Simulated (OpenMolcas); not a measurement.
# Levels of In by method

* Program: OpenMolcas 26.06
* Basis: ANO-RCC-VQZP [8s7p5d3f2g]
* Scalar Hamiltonian: DKH2, point nucleus
* Active space: 1 electron in 9 orbitals (RAS2 5p; RAS3 5d 6s, at most 1 electron)
* State averaging: 2S+1 = 2 odd, 3 roots; 2S+1 = 2 even, 1 root
* Spin-orbit coupling: RASSI with atomic mean-field integrals over the reference wave functions, term energies averaged over their components

Methods on the same reference wave functions:
A. RASSCF
B. SS-RASPT2, IPEA 0.25 Eh, imaginary shift 0.1 Eh (closed shells correlated: 4d 5s)
C. XMS-RASPT2, IPEA 0.25 Eh, imaginary shift 0.1 Eh (closed shells correlated: 4d 5s)

Energies in eV above 5s² 5p ²P°_1/2, the measured ground level; measured values from NIST Handbook of Basic Atomic Spectroscopic Data.

```csv
Level,A,B,C,Measured
5s² 5p ²P°_1/2,0.0000,0.0000,0.0000,0.0000
5s² 5p ²P°_3/2,0.2335,0.2335,0.2335,0.2743
5s² 6s ²S_1/2,4.9938,4.764,4.852,3.0219
```

Deviations, from unrounded energies. A percentage is the sum of absolute deviations over the sum of measured energies, with the sign that they share, or ± where signs differ.

| Against measurement | Levels | A | B | C |
| --- | --- | --- | --- | --- |
| mean absolute deviation (cm-1) | 2 | 8100 | 7200 | 7500 |
| fine structure of the ground term (%) | 1 | -14.9 | -14.9 | -14.9 |
| other configurations (%) | 1 | +65.3 | +57.6 | +60.5 |

B, C lie about equally close to measurement and A furthest from it. The largest miss of B in the table is 5s² 6s ²S_1/2, by +14000 cm-1. The ranking rests on the paired levels alone, and a cruder setting can come out closer through cancelling errors.

Between B and C the level of the table that moves most is 5s² 6s ²S_1/2, by 710 cm-1 (lowest in B, highest in C). Moves below CASPT2's spread within the term are not significant.

The lowest spin-free term lies below A's lowest term by 0.484 hartree in B, 0.487 hartree in C.

CASPT2 breaks the degeneracy within a term, and the mean is taken; among the terms shown or strongly mixed into the levels shown the widest spread is 170 cm-1 (5s² 5p ²P°, C). ANO sets are built for valence states and can reach diffuse excited orbitals poorly, and with the s shell closed the s pⁿ⁺¹ terms that mix with these levels are absent. No level of 5s² 5d was computed, though it lies in the active space. With one active electron the reference holds no correlation, so core polarisation is missing (holds for A). With one active electron, CASPT2 adds the correlation within the correlated inactive shells and between them and that electron, and leaves the splitting within a term as the reference gives it (holds for B; C). Computed and measured levels are paired by configuration, term and J; levels that our copy of the source lacks, or whose pairing is in doubt (as where it misses far off the trend of its configuration), stay unpaired and out of the deviations. Levels of configurations outside the active space are missing.

° marks odd parity.
